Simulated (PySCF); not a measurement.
# How methods differ on the excitation energy of S+

S+ [Ne] 3s2 3p3 (4S) → S+ [Ne] 3s1 3p3 4s1 (6S), as a difference of total energies. All numbers are calculated (PySCF 2.14, the non-relativistic Hamiltonian (point nucleus), in aug-cc-pwCVDZ). Correlated levels: valence: [Ne] frozen. The calculations carry no spin-orbit coupling.

```tsv
method	excitation energy (cm⁻¹)
UHF	149390
MP2 (valence)	159340
SCS-MP2 (valence)	162800
CCSD (valence)	161670
CCSD(T) (valence)	161910
```

The promoted electron is Rydberg-like, and one or two diffuse shells describe it only roughly, which tends to raise the upper state.
